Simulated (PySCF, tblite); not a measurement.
Isomers of C7H8F (doublet state). Calculated harmonic vibrations of the isolated species, GFN2-xTB (tblite), most abundant isotopes, no scaling. Errors from tens to a few hundred cm⁻¹ against measured bands are possible. One conformer each. Open shells enter through the occupations alone, without spin polarisation, and single modes of such species can be off by tens of per cent.

Electronic energies: B3LYP/pcH-1 single points on the GFN2-xTB geometries (PySCF, gas phase).

| SMILES | electronic energy, lowest = 0 (kcal/mol) |
| --- | --- |
| [H]/[C]=C(\CF)C(=C)C=C | 28.9 |
| C[C@@H]1[C]=CCC(F)=C1 | 0.0 |
| C#CC/C(=[C]\C)CF | 34.0 |
| C#CC/C(=C\[CH2])CF | 13.2 |

Problem. How do GFN2-xTB zero-point energies change the relative energies?

Solution. 
| SMILES | ZPE (kcal/mol) | of it from modes above 1550 cm⁻¹ | electronic (kcal/mol) | with ZPE, lowest = 0 (kcal/mol) | lowest mode (cm⁻¹) | rings |
| --- | --- | --- | --- | --- | --- | --- |
| C[C@@H]1[C]=CCC(F)=C1 | 79.0 | 39.4 | 0.0 | 0.0 | 58 | 1 |
| C#CC/C(=C\[CH2])CF | 76.4 | 38.1 | 13.2 | 10.6 | 23 | 0 |
| [H]/[C]=C(\CF)C(=C)C=C | 75.8 | 41.6 | 28.9 | 25.7 | 42 | 0 |
| C#CC/C(=[C]\C)CF | 76.2 | 40.3 | 34.0 | 31.1 | 37 | 0 |

The zero-point energies span 3.2 kcal/mol, from `[H]/[C]=C(\CF)C(=C)C=C` to `C[C@@H]1[C]=CCC(F)=C1`. The order is unchanged.

Problem. And how do the electronic energies of GFN2-xTB itself compare?

Solution. `C[C@@H]1[C]=CCC(F)=C1` 0.0; `C#CC/C(=C\[CH2])CF` 17.3; `[H]/[C]=C(\CF)C(=C)C=C` 37.1; `C#CC/C(=[C]\C)CF` 36.8 kcal/mol, lowest = 0. Against the energies above, taken from the same isomer `C[C@@H]1[C]=CCC(F)=C1`, the largest difference is 8.2 kcal/mol.

Problem. What do entropy and thermal enthalpy add at 298.15 K and 1 bar (rigid rotor, harmonic oscillator, one conformer each)?

Solution. 
```json
{"SMILES": "C[C@@H]1[C]=CCC(F)=C1", "point group": "C1", "symmetry number": "1", "S (cal/(mol K))": "87.9", "H − H(0) (kcal/mol)": "5.48", "ZPE + H − H(0) − TS (kcal/mol)": "58.3"}
{"SMILES": "[H]/[C]=C(\\CF)C(=C)C=C", "point group": "C1", "symmetry number": "1", "S (cal/(mol K))": "92.2", "H − H(0) (kcal/mol)": "6.03", "ZPE + H − H(0) − TS (kcal/mol)": "54.4"}
{"SMILES": "C#CC/C(=[C]\\C)CF", "point group": "C1", "symmetry number": "1", "S (cal/(mol K))": "100.8", "H − H(0) (kcal/mol)": "6.84", "ZPE + H − H(0) − TS (kcal/mol)": "53.0"}
```

S holds R ln(2S + 1) for the spin.

Not tabulated: `C#CC/C(=C\[CH2])CF` (lowest mode only 23 cm⁻¹).
